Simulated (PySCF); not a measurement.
# A small calculation by hand: oscillator strength and radiative lifetime

PbI2, SMILES [I][Pb][I] (connectivity only; charge and spin as stated), neutral, multiplicity 1.

The structure is a stationary point at B3LYP-D3(BJ)/def2-SVP. The isomer is the one that the SMILES or the coordinates give; other isomers of the formula were not compared. The def2 effective core potentials stand for the cores of I, Pb; spin–orbit coupling is left out.

PySCF with TDA-ωB97X/def2-SVPD puts the first singlet state with f over 0.02 at 3.71 eV (vertical), with the transition dipole (0.000, -0.643, 0.000) in atomic units.

Problem. Find the oscillator strength, the wavelength and the radiative lifetime that this transition would have in vacuum if emission retraced absorption.

Solution. 
|μ|² = 0.4134 au, so |μ| = 1.63 D. ΔE = 3.71/27.211 = 0.1363 hartree. f = (2/3) ΔE |μ|² = 0.038 (the program prints 0.038).
λ = 1239.84/3.71 = 334 nm; ν = 29923 cm⁻¹.
Einstein's coefficient A = 0.6670 ν² f s⁻¹ (ν in cm⁻¹) = 2.2e7 s⁻¹, so τ = 1/A = 45 ns. This state is S3; the lower singlets have f = 0.003, 0.000. The figure is the radiative limit of this one transition; relaxation, internal conversion, crossing to triplets and a medium change what is measured.
